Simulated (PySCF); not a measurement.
Run record for `O=CN[SiH2][GeH3]`: LDA/6-31G*, level shift 0.2 Eh, fitting basis def2-universal-jkfit, TDA, 6 singlets.

Method: TDA LDA/6-31G*, vertical, gas phase, core orbitals frozen in the response (PySCF 2.14.0, density-fitted response routines). Geometry: GFN2-xTB. The input is one job of a driver script: a line of settings, then coordinates in Å.

Command:
```bash
OMP_NUM_THREADS=1 python probes_run.py task.json out
```

Input:
```
{"job": {"kind": "uv", "xc": "LDA", "basis": "6-31G*", "nstates": 6, "ntriplets": 2, "tda": true, "scf": {"level_shift": 0.2, "aux": "def2-universal-jkfit"}}, "charge": 0, "multiplicity": 1}
O     -0.791589     1.384502     0.836396
C     -1.649315     0.656250     0.393293
N     -1.413481    -0.468660    -0.289987
Si     0.229397    -1.029743    -0.628976
Ge     1.686326     0.512615     0.313348
H     -2.720589     0.890078     0.534984
H     -2.217614    -0.986936    -0.602904
H      0.236933    -1.144295    -2.092445
H      0.232884    -2.383314    -0.060453
H      1.645870     0.631317     1.797775
H      1.652197     1.885095    -0.265733
H      3.110180     0.052405     0.038675
```

Predict the output.

```
final grid: 95976 points
cycle   1  E = -2532.6309408983  dE =  6.681e-02  |g| = 9.717e-01  |ddm| = 3.222e+00
cycle   2  E = -2532.2462720152  dE =  3.847e-01  |g| = 1.758e+00  |ddm| = 2.463e+00
cycle   3  E = -2532.7710845783  dE = -5.248e-01  |g| = 4.230e-01  |ddm| = 1.164e+00
cycle   4  E = -2532.8062259608  dE = -3.514e-02  |g| = 1.098e-01  |ddm| = 3.875e-01
cycle   5  E = -2532.8093131605  dE = -3.087e-03  |g| = 1.739e-02  |ddm| = 1.356e-01
cycle   6  E = -2532.8093987583  dE = -8.560e-05  |g| = 1.399e-02  |ddm| = 3.593e-02
cycle   7  E = -2532.8094349149  dE = -3.616e-05  |g| = 5.623e-03  |ddm| = 1.459e-02
cycle   8  E = -2532.8094410102  dE = -6.095e-06  |g| = 1.980e-03  |ddm| = 6.286e-03
cycle   9  E = -2532.8094419733  dE = -9.631e-07  |g| = 4.244e-04  |ddm| = 2.574e-03
cycle  10  E = -2532.8094420525  dE = -7.917e-08  |g| = 1.412e-04  |ddm| = 9.842e-04
cycle  11  E = -2532.8094420658  dE = -1.333e-08  |g| = 6.095e-05  |ddm| = 4.300e-04
cycle  12  E = -2532.8094420685  dE = -2.727e-09  |g| = 2.709e-05  |ddm| = 1.981e-04
cycle  13  E = -2532.8094420691  dE = -5.866e-10  |g| = 1.954e-05  |ddm| = 1.033e-04
level shift removed, Fock matrix diagonalised once more
converged SCF energy = -2532.8094420691

Static polarisability (au): isotropic 71.222, principal 51.501 74.542 87.623

Singlet excitations
state   eV       nm        f      main configurations
  1   5.3897    230.0   0.00110   H->L+1 0.99
  2   5.4085    229.2   0.05164   H->L 0.93
  3   5.8894    210.5   0.00061   H-1->L 0.98
  4   6.0608    204.6   0.00947   H->L+2 0.98
  5   6.1473    201.7   0.00092   H->L+3 0.97
  6   6.6994    185.1   0.00123   H-1->L+2 0.99

Triplet excitations (Tamm-Dancoff, eV): 5.0144 5.0235
```

H and L stand for HOMO and LUMO; the number after each pair is its weight.

How does the lowest singlet excitation compare with the HOMO–LUMO gap?

HOMO -5.90 eV and LUMO -0.78 eV give a gap of 5.12 eV; S1 at 5.39 eV lies 0.27 eV above it.

Give S1 in cm⁻¹ and kJ/mol.

5.3897 eV × 8065.54 = 43471 cm⁻¹; × 96.485 = 520.0 kJ/mol.

In short: SCF converged in 13 cycles with 106 basis and 749 fitting functions; HOMO -5.90 eV, LUMO -0.78 eV; lowest singlet 5.39 eV; lowest triplet 5.01 eV (Tamm–Dancoff); mean polarisability 71.2 au.

All basis functions are spherical, in the Pople sets too. Relativistic effects, spin–orbit coupling among them, are left out although an element past zinc is present.

The run took 17 s wall (grids of density and orbitals included) on Arm Neoverse V1, one thread, no GPU, shared host with 32 logical CPUs at a one-minute load of 11, and the process peaked at 0.35 GiB of memory.

The values belong to the conformer `[O:1]=[CH:2][NH:3][SiH2:4][GeH3:5]`: O1–C2–N3–Si4 0°, C2–N3–Si4–Ge5 0°.
